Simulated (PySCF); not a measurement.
# Electronic structure of In (indium, neutral) at the UHF level

Configuration: [Kr] 4d10 5s2 5d1, 2D determinant (an excited configuration). Computed with PySCF 2.14 in aug-cc-pwCVTZ-PP with ECP28MDF (8s7p6d4f1g, 96 functions), with a scalar-relativistic core potential.

* Total energy: -189.063868 hartree
* One-electron energy: -332.3381 hartree
* Hartree (Coulomb) energy: 158.9840 hartree
* Exchange energy: -15.7098 hartree
* ⟨S²⟩: 0.7502
* ⟨L²⟩: 6.001
* Sum of ⟨r⟩: 31.49 bohr
* Sum of ⟨r²⟩: 94.82 bohr²
* Traceless quadrupole moment −½Σ⟨3z² − r²⟩ along its main axis: 15.8 e·bohr²

```json
{"shell": "4s α", "electrons": "1", "mean orbital energy (eV)": "-149.51", "spread (eV)": "0", "rms radius, mean of both spins (bohr)": "0.912"}
{"shell": "4s β", "electrons": "1", "mean orbital energy (eV)": "-149.51", "spread (eV)": "0", "rms radius, mean of both spins (bohr)": "0.912"}
{"shell": "4p α", "electrons": "3", "mean orbital energy (eV)": "-101.96", "spread (eV)": "0.006", "rms radius, mean of both spins (bohr)": "0.996"}
{"shell": "4p β", "electrons": "3", "mean orbital energy (eV)": "-101.95", "spread (eV)": "0.020", "rms radius, mean of both spins (bohr)": "0.996"}
{"shell": "4d α", "electrons": "5", "mean orbital energy (eV)": "-30.771", "spread (eV)": "0.031", "rms radius, mean of both spins (bohr)": "1.27"}
{"shell": "4d β", "electrons": "5", "mean orbital energy (eV)": "-30.763", "spread (eV)": "0.029", "rms radius, mean of both spins (bohr)": "1.27"}
{"shell": "5s α", "electrons": "1", "mean orbital energy (eV)": "-13.203", "spread (eV)": "0", "rms radius, mean of both spins (bohr)": "2.78"}
{"shell": "5s β", "electrons": "1", "mean orbital energy (eV)": "-13.168", "spread (eV)": "0", "rms radius, mean of both spins (bohr)": "2.78"}
{"shell": "5d α", "electrons": "1", "mean orbital energy (eV)": "-1.232", "spread (eV)": "0", "rms radius, mean of both spins (bohr)": "7.47"}
```

Energies and moments cover only the electrons outside the core potential. The outer electron is Rydberg-like, and this basis confines it to a smaller radius and binds it less than a complete one would.
